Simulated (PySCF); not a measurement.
BF$_{2}$ (SMILES F[B]F), doublet, at a GFN2-xTB geometry. Base run: M062X/pcseg-1 run with PySCF.

PySCF was given this input:
```python
from pyscf import gto, scf, dft

mol = gto.M(
    atom='''
F    -1.09933277   -0.18974845    0.05097832
B    -0.01799801    0.56075196   -0.01779468
F     1.10933166   -0.12178042   -0.04109239
''',
    basis='pcseg-1',
    spin=1,
    verbose=4,
)

mf = dft.UKS(mol)
mf.xc = 'm062x'
mf.kernel()
mf.analyze()
```

Each row names what was changed in the base input (with any setting that the change needs).

| change | E (Eh) | HOMO (eV) | dipole (D) | <S^2> |
|---|---|---|---|---|
| base | -224.45527 | -8.78 | 0.80 | 0.752 |
| functional = revpbe | -224.44685 | -6.09 | 0.48 | 0.752 |
| functional = wb97x | -224.46552 | -10.01 | 0.69 | 0.752 |
| functional = hse06 | -224.31592 | -7.28 | 0.69 | 0.752 |
| functional = tpssh | -224.51569 | -6.96 | 0.61 | 0.752 |
| functional = pw6b95 | -224.76435 | -7.70 | 0.69 | 0.751 |
| functional = x3lyp | -224.45636 | -7.39 | 0.66 | 0.751 |
| functional = bp86 | -224.51631 | -6.21 | 0.49 | 0.752 |
| functional = o3lyp | -224.44621 | -6.75 | 0.61 | 0.752 |
| functional = hf | -223.54743 | -11.83 | 1.16 | 0.752 |
| functional = pbe | -224.29595 | -6.11 | 0.46 | 0.752 |
| functional = b3lyp | -224.52574 | -7.34 | 0.66 | 0.751 |
| functional = r2scan | -224.42097 | -6.66 | 0.65 | 0.753 |

Total energies compare only within one method and basis.

Open shells are given as the SCF converged; they aren't shown to be the lowest states, and a large step between rows can be another state.
